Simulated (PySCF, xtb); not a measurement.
Ti(OH)4 cation (H4O4Ti), SMILES [OH][Ti]([OH])([OH])[OH] (connectivity only; charge and spin as stated), charge +1, multiplicity 2. Other conformers were not sampled.

Harmonic wavenumbers (cm⁻¹) from GFN2-xTB (xtb) at its own minimum, in rising order: 129, 129, 151, 151, 151, 315, 315, 316, 343, 343, 363, 363, 364, 570, 579, 580, 580, 3511, 3512, 3513, 3528.

Question: What does PBE-D3(BJ)/def2-SVP (PySCF) give at its own minimum? (An estimate is asked for; the answer gives what the named calculation found.)

Answer: 87, 129, 157, 163, 185, 195, 277, 396, 399, 418, 438, 480, 496, 514, 627, 776, 840, 3618, 3628, 3696, 3720. Paired by order, the mean absolute difference is 93 cm⁻¹ and the zero-point energies are 28.3 and 30.4 kcal/mol.
